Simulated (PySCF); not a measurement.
# Ir (iridium, neutral) across methods

[Xe] 4f14 5d9, 2D determinant (an excited configuration). All numbers are calculated (PySCF 2.14, scalar relativity by spin-free X2C-1e, in x2c-TZVPPall (11s7p7d3f1g, 97 functions)).

| method | E (hartree) | mean ε 5p β (eV) | mean ε 5d α (eV) | mean ε 5d β (eV) | Σ⟨r²⟩ (bohr²) | ⟨S²⟩ |
| --- | --- | --- | --- | --- | --- | --- |
| LDA | -17818.31 | -50.891 | -4.678 | -4.108 | 61.17 | 0.762 |
| M06-L | -17828.86 | -50.849 | -4.002 | -3.365 | 59.78 | 0.822 |
| PBE | -17829.42 | -50.477 | -4.396 | -3.819 | 61.13 | 0.770 |

(1) Estimate the same row for r2SCAN.

⟨L²⟩ = 7.07 against 6 for a pure D term, so this real determinant mixes terms. Spin-orbit coupling, absent here, splits the open shell strongly.

Results:

(1) E (hartree) = -17829.47; mean ε 5p β (eV) = -51.448; mean ε 5d α (eV) = -4.314; mean ε 5d β (eV) = -3.717; Σ⟨r²⟩ (bohr²) = 60.00; ⟨S²⟩ = 0.778.
